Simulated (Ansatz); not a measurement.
Basis-set extrapolation for `O=C[SiH](O)CF` (PBE0-D4/def2-TZVP geometry, frozen core, Ansatz 0.2.0). Multiplicity 1, RHF reference.

```csv
,def2-TZVPP,def2-QZVPP
HF,-616.920067,-616.944234
MP2 correlation,-1.157723,-1.251315
CCSD(T) correlation,-1.233765,not run
```

Energies in hartree. Use E(X) = E(∞) + A·exp(−7.88·√X) for Hartree–Fock and E(X) = E(∞) + B·X^(−2.97) for correlation, with X = 3 and 4, and add CCSD(T) minus MP2 of the smaller set to the MP2 limit.

Q: What is the CCSD(T) energy at the basis-set limit?

A: HF limit: -616.944234 + (-0.024167) × 0.13774 = -616.94756. MP2 limit: -1.251315 + (-0.093592) × 0.74074 = -1.32064. Higher-order term: -1.233765 − (-1.157723) = -0.07604. Total: -618.34424 hartree, 499.9 kJ/mol below CCSD(T)/def2-TZVPP.
